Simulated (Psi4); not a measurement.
C₂H₆N (SMILES C[CH]N), doublet, at a GFN2-xTB geometry; Psi4 with HF/def2-SVP.

The Psi4 input:
```
memory 2 GB

molecule {
0 2
  C    -1.24102663    0.21832096    0.05808953
  C     0.04187806   -0.52789987    0.05079988
  N     1.22703780    0.19702767   -0.12900707
  H    -2.03841948   -0.41392474    0.44464473
  H    -1.16376074    1.10673607    0.68627095
  H    -1.54178267    0.55252764   -0.94477418
  H     0.06280098   -1.52863019   -0.34799316
  H     1.22149345    1.09300043    0.34134908
  H     2.06529520   -0.33142950    0.07021572
}

set basis def2-svp
set reference uhf
set e_convergence 1e-10

energy('scf')
print_variables()
```

What does Psi4 print? Leave out banner, timings and long lists.


```
   => Loading Basis Set <=

    Name: DEF2-SVP
    Role: ORBITAL
    Keyword: BASIS

         ---------------------------------------------------------
                                   SCF
               by Justin Turney, Rob Parrish, Andy Simmonett
                          and Daniel G. A. Smith
                              UHF Reference
         ---------------------------------------------------------

  ==> Geometry <==

    Molecular point group: c1
    Full point group: C1

    Geometry (in Angstrom), charge = 0, multiplicity = 2:

       Center              X                  Y                   Z               Mass
    ------------   -----------------  -----------------  -----------------  -----------------
         C           -1.272518871587     0.229079901012     0.063723022364    12.000000000000
         C            0.010385818413    -0.517140928988     0.056433372364    12.000000000000
         N            1.195545558413     0.207786611012    -0.123373577636    14.003074004430
         H           -2.069911721587    -0.403165798988     0.450278222364     1.007825032230
         H           -1.195252981587     1.117495011012     0.691904442364     1.007825032230
         H           -1.573274911587     0.563286581012    -0.939140687636     1.007825032230
         H            0.031308738413    -1.517871248988    -0.342359667636     1.007825032230
         H            1.190001208413     1.103759371012     0.346982572364     1.007825032230
         H            2.033802958413    -0.320670558988     0.075849212364     1.007825032230

  Running in c1 symmetry.

  Rotational constants: A =      1.42929  B =      0.30418  C =      0.26631 [cm^-1]
  Rotational constants: A =  42849.05777  B =   9119.22065  C =   7983.69946 [MHz]
  Nuclear repulsion =   76.513184394545661

  Charge       = 0
  Multiplicity = 2
  Electrons    = 25
  Nalpha       = 13
  Nbeta        = 12

  ==> Algorithm <==

  SCF Algorithm Type is DF.
  DIIS enabled.
  MOM disabled.
  Fractional occupation disabled.
  Guess Type is SAD.
  Energy threshold   = 1.00e-10
  Density threshold  = 1.00e-06
  Integral threshold = 1.00e-12

  ==> Primary Basis <==

  Basis Set: DEF2-SVP
    Blend: DEF2-SVP
    Number of shells: 36
    Number of basis functions: 72
    Number of Cartesian functions: 75
    Spherical Harmonics?: true
    Max angular momentum: 2

   => Loading Basis Set <=

    Name: (DEF2-SVP AUX)
    Role: JKFIT
    Keyword: DF_BASIS_SCF

  ==> Integral Setup <==

  SCF_SUBTYPE=INCORE selected. In-core MEM_DF algorithm will be used.
  Using in-core AOs.

  ==> MemDFJK: Density-Fitted J/K Matrices <==

    J tasked:                   Yes
    K tasked:                   Yes
    wK tasked:                   No
    Algorithm:                 Core
    Schwarz Cutoff:           1E-12
    Mask sparsity (%):       0.1543
    Fitting Condition:        1E-10

   => Auxiliary Basis Set <=

  Basis Set: (DEF2-SVP AUX)
    Blend: DEF2-UNIVERSAL-JKFIT
    Number of shells: 111
    Number of basis functions: 335
    Number of Cartesian functions: 391
    Spherical Harmonics?: true
    Max angular momentum: 4

  Minimum eigenvalue in the overlap matrix is 4.2131320728E-03.
  Reciprocal condition number of the overlap matrix is 7.4452109817E-04.
    Using symmetric orthogonalization.

  ==> Pre-Iterations <==

  SCF Guess: Superposition of Atomic Densities via on-the-fly atomic UHF (no occupation information).

   -------------------------
    Irrep   Nso     Nmo
   -------------------------
     A         72      72
   -------------------------
    Total      72      72
   -------------------------

  ==> Iterations <==

                           Total Energy        Delta E     RMS |[F,P]|

   @DF-UHF iter SAD:  -132.89778725933078   -1.32898e+02   0.00000e+00
   @DF-UHF iter   1:  -133.42444629568141   -5.26659e-01   5.61656e-03 DIIS/ADIIS
   @DF-UHF iter   2:  -133.51658579349052   -9.21395e-02   2.38569e-03 DIIS/ADIIS
   @DF-UHF iter   3:  -133.53227866766568   -1.56929e-02   6.05581e-04 DIIS/ADIIS
   @DF-UHF iter   4:  -133.53459905170126   -2.32038e-03   1.91376e-04 DIIS/ADIIS
   @DF-UHF iter   5:  -133.53488326752327   -2.84216e-04   1.16082e-04 DIIS/ADIIS
   @DF-UHF iter   6:  -133.53501160549331   -1.28338e-04   4.68551e-05 DIIS
   @DF-UHF iter   7:  -133.53503992161475   -2.83161e-05   1.72858e-05 DIIS
   @DF-UHF iter   8:  -133.53504303015106   -3.10854e-06   6.46275e-06 DIIS
   @DF-UHF iter   9:  -133.53504342201450   -3.91863e-07   2.49093e-06 DIIS
   @DF-UHF iter  10:  -133.53504347818588   -5.61714e-08   1.06737e-06 DIIS
   @DF-UHF iter  11:  -133.53504348836904   -1.01832e-08   3.62682e-07 DIIS
   @DF-UHF iter  12:  -133.53504348962196   -1.25291e-09   1.18102e-07 DIIS
   @DF-UHF iter  13:  -133.53504348977017   -1.48219e-10   4.10169e-08 DIIS
   @DF-UHF iter  14:  -133.53504348978984   -1.96678e-11   1.41339e-08 DIIS
  Energy and wave function converged.

  ==> Post-Iterations <==

   @Spin Contamination Metric:   1.083856851E-02
   @S^2 Expected:                7.500000000E-01
   @S^2 Observed:                7.608385685E-01
   @S   Expected:                5.000000000E-01
   @S   Observed:                5.000000000E-01

    Orbital Energies [Eh]
    ---------------------

    Alpha Occupied:

[...]
      13A     -0.280635

    Alpha Virtual:

[...]
    Beta Occupied:

[...]
    Beta Virtual:

[...]
    Final Occupation by Irrep:
              A
    DOCC [    12 ]
    SOCC [     1 ]
    NA   [    13 ]
    NB   [    12 ]

  @DF-UHF Final Energy:  -133.53504348978984

   => Energetics <=

    Nuclear Repulsion Energy =             76.5131843945456609
    One-Electron Energy =                -331.2831269619657633
    Two-Electron Energy =                 121.2348990776302600
    Total Energy =                       -133.5350434897898708

  UHF NO Occupations:
  HONO-2 :   11  A 1.9987381
  HONO-1 :   12  A 1.9973030
  HONO-0 :   13  A 1.0000000
  LUNO+0 :   14  A 0.0026970
  LUNO+1 :   15  A 0.0012619
  LUNO+2 :   16  A 0.0006270
  LUNO+3 :   17  A 0.0004438

Computation Completed

Properties will be evaluated at   0.000000,   0.000000,   0.000000 [a0]

Properties computed using the SCF density matrix

 Multipole Moments:

 ------------------------------------------------------------------------------------
     Multipole            Electronic (a.u.)      Nuclear  (a.u.)        Total (a.u.)
 ------------------------------------------------------------------------------------

 L = 1.  Multiply by 2.5417464519 to convert [e a0] to [Debye]
 Dipole X            :          1.6653664           -1.4877929            0.1775734
 Dipole Y            :         -0.4483569            0.5082862            0.0599292
 Dipole Z            :          0.0234182            0.2661442            0.2895623
 Magnitude           :                                                    0.3449205

 ------------------------------------------------------------------------------------

  Variable Map:
  ----------------------------------------------------------------------------
[...]
  Array Variable Map:
  ----------------------------------------------------------------------------
[...]
[...]
```
